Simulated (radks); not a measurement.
Ag I, 47 electrons, occupied as [Kr] 4d9.5 5s1 5p0.5 (fractional occupations, a model configuration).

Method: Dirac Kohn-Sham, PBE, spin-unpolarised, spherical densities, point nucleus; open shells fill j = l - 1/2 first; computed with a radial shooting solver on a logarithmic mesh with Libxc functionals.

Energy parts (Ry):
part                        energy
total                 -10634.21311
kinetic                11129.37513
electron-nucleus      -25780.59711
Hartree                 4315.60343
exchange-correlation    -298.59456

Orbitals (lengths in bohr, moments of r in powers of bohr):
orbital	occ.	eigenvalue (Ry)	<1/r>	<r^2>
1s1/2	2	-1860.880	49.44	0.001308
2s1/2	2	-274.1096	11.39	0.02140
2p1/2	2	-254.7351	11.37	0.01600
2p3/2	4	-241.8489	10.68	0.01732
3s1/2	2	-50.43853	3.983	0.1553
3p1/2	2	-42.73338	3.889	0.1507
3p3/2	4	-40.45917	3.722	0.1598
3d3/2	4	-26.82382	3.557	0.1409
3d5/2	6	-26.36585	3.514	0.1436
4s1/2	2	-7.19998	1.522	0.9408
4p1/2	2	-4.77428	1.399	1.095
4p3/2	4	-4.39885	1.346	1.167
4d3/2	4	-0.75852	0.9986	2.288
4d5/2	5.5	-0.71597	0.9825	2.369
5s1/2	1	-0.41236	0.4276	10.51
5p1/2	0.5	-0.11349	0.2827	25.43
5p3/2	0	-0.10229	0.2681	28.12

The highest occupied level is 5p1/2 at -1.544 eV. The density falls to 0.001 e/bohr^3 at r = 4.45 bohr. Summed over all electrons, <r^2> = 56.97 bohr^2, which gives a Langevin (diamagnetic) susceptibility term of -45.1 x 10^-6 cm^3/mol.
